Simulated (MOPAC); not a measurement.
A run for MOPAC: AM1 on GaAs, 2S+1 = 3, a spin state set in the input, which need not be the lowest, a point of a bond scan (R = 2.276 Å).

```
AM1 1SCF PRECISE CHARGE=0 UHF MS=1 THREADS=1
AsGa

Ga     0.00000000 1     0.00000000 1     0.00000000 1
As     0.00000000 1     0.00000000 1     2.27620200 1
```

The log:

```
*******************************************************************************
 **                                                                           **
 **                              MOPAC v23.2.5                                **
 **                                                                           **
 *******************************************************************************
 ** MOPAC's Digital Object Identifier: https://doi.org/10.5281/zenodo.6511958 **
 **                                                                           **
 ** Please cite the open-source release paper for use of this MOPAC version:  **
 ** J. E. Moussa and J. J. P. Stewart (2026)                                  **
 ** MOPAC: An open-source semiempirical molecular orbital program             **
 ** J. Open Source Softw., 11(119), 8025, https://doi.org/10.21105/joss.08025 **
 *******************************************************************************

                              AM1 CALCULATION RESULTS

 *******************************************************************************
 *  AM1        - The AM1 Hamiltonian to be used
 *  UHF        - UNRESTRICTED HARTREE-FOCK CALCULATION
 *
 *
 *
 *                 CHARGE ON SYSTEM = 0
 *
 *
 *
 *  MS=        - IN MECI, MAGNETIC COMPONENT OF SPIN =  1.0
 *  PRECISE    - TIGHTER CRITERIA TO BE USED
 *  1SCF       - DO 1 SCF AND THEN STOP
 *  THREADS=1  - MULTI-THREADING NOT USED
 *  T=         - A TIME OF 172800.0 SECONDS REQUESTED
 *  DUMP=N     - RESTART FILE WRITTEN EVERY 7200.0 SECONDS REQUESTED
 *******************************************************************************
AM1 1SCF PRECISE CHARGE=0 UHF MS=1 THREADS=1
 AsGa

   ATOM   CHEMICAL          X               Y               Z
  NUMBER   SYMBOL      (ANGSTROMS)     (ANGSTROMS)     (ANGSTROMS)

     1      Ga          0.00000000  *   0.00000000  *   0.00000000  *
     2      As          0.00000000  *   0.00000000  *   2.27620200  *



          CARTESIAN COORDINATES

    NO.       ATOM           X           Y           Z

     1        Ga          0.0000      0.0000      0.0000
     2        As          0.0000      0.0000      2.2762

 Ga: (AM1): J. J. P. STEWART, J. MOL. MOD., 10, 155-164 (2004)
 As: (AM1): J. J. P. STEWART, J. MOL. MOD., 10, 155-164 (2004)

           Empirical Formula: Ga As  =     2 atoms



      MOLECULAR POINT GROUP   :   C*v


          UHF CALCULATION, NO. OF ALPHA ELECTRONS =    5
                           NO. OF BETA  ELECTRONS =    3

 -------------------------------------------------------------------------------
 AM1 1SCF PRECISE CHARGE=0 UHF MS=1 THREADS=1
 AsGa



     1SCF WAS SPECIFIED, SO BFGS WAS NOT USED
     SCF FIELD WAS ACHIEVED


                              AM1 CALCULATION
                                                       MOPAC v23.2.5 Linux




          FINAL HEAT OF FORMATION =         57.87475 KCAL/MOL =     242.14795 KJ/MOL


          COSMO AREA              =         91.96 SQUARE ANGSTROMS
          COSMO VOLUME            =         77.25 CUBIC ANGSTROMS

          IONIZATION POTENTIAL    =          8.477624 EV
          ALPHA SOMO LUMO (EV)    =         -8.478 -2.382
          BETA  SOMO LUMO (EV)    =        -10.462 -2.901
          NO. OF ALPHA ELECTRONS  =          5
          NO. OF BETA  ELECTRONS  =          3
          MOLECULAR WEIGHT        =        144.6566         POINT GROUP:  C*v

          MOLECULAR DIMENSIONS (Angstroms)

            Atom       Atom       Distance
           As     2   Ga     1     2.27620
           As     2   Ga     1     0.00000
           Ga     1   As     2     0.00000


          SCF CALCULATIONS        =          1





   ATOM   CHEMICAL          X               Y               Z
  NUMBER   SYMBOL      (ANGSTROMS)     (ANGSTROMS)     (ANGSTROMS)

     1      Ga          0.00000000  *   0.00000000  *   0.00000000  *
     2      As          0.00000000  *   0.00000000  *   2.27620200  *

                             CARTESIAN COORDINATES

   1   Ga        0.000000000     0.000000000     0.000000000
   2   As        0.000000000     0.000000000     2.276202000


           Empirical Formula: Ga As  =     2 atoms



      MOLECULAR POINT GROUP   :   C*v


          ALPHA EIGENVALUES
 -18.28925 -11.44177 -10.44008 -10.26120  -8.47762  -2.38215  -0.00029   3.46824


           BETA EIGENVALUES
 -17.44751 -10.81661 -10.46163  -2.90121  -2.07094  -1.62180   0.30308   3.75652


              NET ATOMIC CHARGES AND DIPOLE CONTRIBUTIONS

  ATOM NO.   TYPE          CHARGE      No. of ELECS.   s-Pop       p-Pop
    1         Ga          -0.306482        3.3065     0.04021     3.26627
    2         As           0.306482        4.6935     1.96873     2.72479
 DIPOLE           X         Y         Z       TOTAL
 POINT-CHG.     0.000     0.000     3.351     3.351
 HYBRID         0.000    -0.000    -0.852     0.852
 SUM            0.000    -0.000     2.499     2.499


          ATOMIC ORBITAL ELECTRON POPULATIONS

     Atom    s        px        py        pz
    1 Ga   0.04021   1.62389   0.06726   1.57513
    2 As   1.96873   0.37611   0.93274   1.41594


                    (SZ)    =    1.000000
                    (S**2)  =    2.021635


          ATOMIC ORBITAL SPIN POPULATIONS

    Atom   Total    s     px     py     pz
         Atomic
    1 Ga  0.4032  0.009 -0.086  0.067  0.413
    2 As  1.5968  0.028  0.086  0.933  0.550

 **********************
 *                    *
 * JOB ENDED NORMALLY *
 *                    *
 **********************




 == MOPAC DONE ==
```

The run finished.

Cost: very roughly 0.020 core-seconds.
